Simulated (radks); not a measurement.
Species: B2+. Configuration: 1s1 2s1 3d1 (not the ground configuration).

Calculated with a radial shooting solver on a logarithmic mesh with Libxc functionals: non-relativistic Kohn-Sham, r2SCAN, spin-polarised, spherical densities, point nucleus; open shells are filled with parallel spins first; meta-GGA in the generalised Kohn-Sham scheme.

Energy parts (hartree):
| part | energy |
|---|---|
| total | -15.25133 |
| kinetic | 15.22983 |
| electron-nucleus | -32.01747 |
| Hartree | 3.65206 |
| exchange-correlation | -2.11575 |

Orbitals (lengths in bohr, moments of r in powers of bohr):
| orbital | occ. | eigenvalue (hartree) | <r> |
|---|---|---|---|
| 1s up | 1 | -10.22939 | 0.3019 |
| 2s up | 1 | -1.68755 | 1.381 |
| 2p up | 0 | -1.46917 | 1.253 |
| 3s up | 0 | -0.52579 | 3.618 |
| 3d up | 1 | -0.41554 | 3.245 |

The highest occupied level is 3d up at -11.308 eV. The configuration is held as typed, so some empty levels lie below it. Summed over all electrons, <r^2> = 14.55 bohr^2, which gives a Langevin (diamagnetic) susceptibility term of -11.5 x 10^-6 cm^3/mol. Spin moment in Bohr magnetons: 3. Virial ratio -V/T = 2.00141.
